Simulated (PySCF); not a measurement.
**How methods differ on the ionisation energy of Ar²⁺**

Ar²⁺ [Ne] 3s2 3p4 (3P) → Ar³⁺ [Ne] 3s2 3p3 (4S), as a difference of total energies. Calculation: PySCF 2.14, in aug-cc-pV(D+d)Z; no relativity, point nucleus. Correlated levels: valence: [Ne] frozen. The calculations carry no spin-orbit coupling.

| method | ionisation energy (eV) |
| --- | --- |
| UHF | 39.320 |
| LDA | 40.826 |
| PBE | 40.704 |
| PBE0 | 40.690 |
| r2SCAN | 40.622 |
| M06-2X | 40.661 |
| wB97X | 40.689 |
| BLYP | 40.691 |
| r2SCANh | 40.617 |
| MP2 (valence) | 39.809 |
| SCS-MP2 (valence) | 39.828 |

Question: How much does correlation contribute at MP2 (valence)?

Answer: 39.809 − (39.320) = 0.489 eV, measured against UHF.

A first-order spin-orbit estimate (lowest level to lowest level, LS coupling) adds 0.062 eV.

Errors of the correlated levels include the incompleteness of this basis and the frozen core.

For comparison: 40.735 ± 0.012 eV (semi-empirical (NIST evaluation); NIST Atomic Spectra Database, ionization energies).
